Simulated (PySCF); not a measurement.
C6H3O4 (doublet state).
Atom-mapped SMILES: `[O:1]=[C:2][O:3][c:4]1[cH:5][cH:6][cH:7][c:8](=[O:9])[o:10]1` (hydrogens: H11 on C5; H12 on C6; H13 on C7)

Geometry (GFN2-xTB, Å), atoms numbered from 1 in this order:
```xyz
13
C6H3O4 angstrom
O      2.6286   -0.9994   -2.0831
C      2.9302   -0.4667   -1.0648
O      2.2855    0.0406   -0.0518
C      0.8988    0.0638    0.0647
C      0.3327    0.6266    1.1583
C     -1.0863    0.6120    1.2218
C     -1.8109    0.0555    0.2237
C     -1.1818   -0.5330   -0.9343
O     -1.7086   -1.0472   -1.8769
O      0.2267   -0.4815   -0.9272
H      0.9395    1.0567    1.9334
H     -1.5708    1.0517    2.0801
H     -2.8879    0.0213    0.2386
```

The hyperfine couplings belong to this conformer and change with its torsions.

Method: UKS B3LYP, pcH-1 on C H O, non-relativistic, mean-field spin-orbit, GIAO (PySCF 2.14.0). One conformer (not necessarily the lowest) at the GFN2-xTB geometry, without solvent, vibrations or thermal averaging. Couplings are sensitive to structure, and on GFN2-xTB geometries they can be far from those on DFT ones. The SCF solution wasn't tested for stability.

**Question.** Give the isotropic g value and a_iso(17O) at O3.

**Answer.** g_iso = 2.00112 and a = -285.77 MHz, or -10.203 mT (Mulliken spin population 0.00). 17O makes up about 0.038 % of the natural element, so this concerns labelled samples or satellites.

**Question.** Take this nucleus alone (I = 5/2, g_N = -0.7575) with S = 1/2. Where do its 6 lines fall at 9.604 GHz to first order, to second order and exactly?

**Answer.** First order: B = B0 − a·mI with B0 = 342.899 mT. Second order subtracts a²[I(I+1) − mI²]/(2B0). The exact fields come from the Breit–Rabi levels of H = g μB B Sz − g_N μN B Iz + a S·I.

```csv
mI,first order (mT),second order (mT),exact (mT),exact − first order
−5/2,317.392,317.012,317.006,-0.385
−3/2,327.595,326.608,326.603,-0.992
−1/2,337.798,336.507,336.503,-1.294
+1/2,348.001,346.711,346.709,-1.292
+3/2,358.204,357.217,357.219,-0.985
+5/2,368.407,368.027,368.033,-0.374
```

**Question.** Someone takes the midpoint and the distance of the outer exact lines at face value. What g and a result?

**Answer.** Their midpoint, 342.520 mT, gives an apparent g of 2.00334 (true 2.00112), and their distance over 2I an apparent |a| of 10.205 mT (true 10.203).

Other couplings of abundant isotopes, left aside here: 1 × 1H 2 MHz.
